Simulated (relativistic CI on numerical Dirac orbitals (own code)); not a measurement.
Cu³⁺ in a cubic cluster: 3s photoemission with charge transfer

Computed with a charge-transfer multiplet model of a cubic metal-ligand cluster with up to 2 ligand holes, Slater and spin-orbit integrals from Dirac-Coulomb-Breit ions, Slater integrals scaled by 0.9. The ground state mixes d8 with configurations of k ligand holes L, whose averages lie at kΔ + k(k − 1)U_dd/2; a core hole lowers each added d electron by U_cd. 300 K, Lorentzian 1.4 eV and Gaussian 0.8 eV FWHM.

Atomic integrals in eV (Slater integrals scaled, ζ unscaled), ground: F2dd 12.450, F4dd 7.768, zeta_d 0.110; with the core hole: F2dd 13.356, F4dd 8.376, zeta_d 0.122, G2cd 13.153.

Cluster parameters (eV): Δ = 2.4, U_dd = 7.7, 10Dq = 0.9, 10Dq(ligand) = 0.8, V(eg) = 1.7, V(t2g) = -0.87, final-state hopping factor = 0.9.

Weights, n_d and S are thermal averages at 300 K. Binding energies count from the first peak over 30 % of the highest in each spectrum, which can be another peak from case to case. The parameters are a model scan and need not match a compound or its usual spin state. Peaks in eV (height, largest 100): 0.0 (100), 4.8 (66), 7.9 (29), 12.8 (36).

(1) Which parameters give this spectrum?
A. U_cd = 7.6 eV
B. U_cd = 10 eV
C. U_cd = 8.8 eV
D. U_cd = 9.4 eV
E. U_cd = 10.6 eV

## Answers

(1) A. U_cd = 7.6 eV; the ground state then has 8.21 d electrons and S = 1.00. The choice follows from running the model for each set and comparing peak positions and heights. Without intra-shell correlation the exchange splitting of the 3s hole comes out too large.
